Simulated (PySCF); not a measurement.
CH₂NO, SMILES N[C]=O, multiplicity 2. Atoms are numbered in the order given.

```xyz
5

N     -0.0940    -1.0813     0.0000
C      0.4086     0.1600     0.0000
O     -0.1528     1.2161     0.0000
H     -1.0957    -1.2461     0.0000
H      0.5245    -1.8731     0.0000
```
Charge 0, spin multiplicity 2.

Geometry: TPSSh-D3(BJ)/def2-TZVP. The isomer is the one that the SMILES or the coordinates give; other isomers of the formula were not compared. Other conformers were not sampled.

Method: r2SCAN/def2-TZVPD in PySCF.

Mulliken values depend strongly on the basis, most of all with diffuse functions as here. ESP charges are fitted to the potential on shells at 1.4 to 2.0 van der Waals radii. Atomic charges (e):

```tsv
atom	Mulliken	ESP fit	Mulliken spin
N1	-0.23	-0.49	-0.01
C2	0.20	0.11	0.70
O3	-0.37	-0.26	0.25
H4	0.18	0.34	0.07
H5	0.21	0.30	-0.02
```
